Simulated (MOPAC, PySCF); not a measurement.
C4H4BFS, SMILES `Fc1cc(B)cs1`, neutral singlet in the gas phase. 

Z-matrix (Å, degrees):
```
C
C 1 1.3885
H 2 1.0896 1 126.91
C 1 1.4461 2 111.12 3 180.00
C 4 1.3594 1 112.15 2 0.00
F 5 1.3255 4 127.92 1 -180.00
H 4 1.0898 5 123.22 6 0.00
B 1 1.5313 2 122.06 3 0.00
H 8 1.2070 1 120.79 2 179.99
H 8 1.2071 9 119.64 1 180.00
S 2 1.7230 3 119.59 1 180.00
```
Charge 0, multiplicity 1.

All levels are single points at this geometry (B3LYP-D3(BJ)/def2-SVP); Pople sets use spherical d functions. Orbital energies aren't observables, and empty levels follow the basis.

B3LYP/6-31G* in PySCF gives gap (eV) = 4.72.

Task: Estimate the gap (eV) from each of these levels: B3LYP-D3(BJ)/def2-TZVP in PySCF; PBE-D3(BJ)/def2-TZVP in PySCF; B3LYP/LANL2DZ in PySCF; BP86/6-31G* in PySCF; PBE/6-31G* in PySCF; SVWN5/6-31G* in PySCF; HF/3-21G in PySCF; HF/6-31G* in PySCF; AM1 in MOPAC; PM3 in MOPAC; PM6 in MOPAC; PM7 in MOPAC.

Result: 
```json
[
 {"level": "B3LYP-D3(BJ)/def2-TZVP in PySCF", "gap (eV)": "4.66"},
 {"level": "PBE-D3(BJ)/def2-TZVP in PySCF", "gap (eV)": "3.17"},
 {"level": "B3LYP/LANL2DZ in PySCF", "gap (eV)": "4.85"},
 {"level": "BP86/6-31G* in PySCF", "gap (eV)": "3.20"},
 {"level": "PBE/6-31G* in PySCF", "gap (eV)": "3.19"},
 {"level": "SVWN5/6-31G* in PySCF", "gap (eV)": "3.14"},
 {"level": "HF/3-21G in PySCF", "gap (eV)": "10.96"},
 {"level": "HF/6-31G* in PySCF", "gap (eV)": "10.86"},
 {"level": "AM1 in MOPAC", "gap (eV)": "9.15"},
 {"level": "PM3 in MOPAC", "gap (eV)": "8.97"},
 {"level": "PM6 in MOPAC", "gap (eV)": "8.51"},
 {"level": "PM7 in MOPAC", "gap (eV)": "8.22"}
]
```
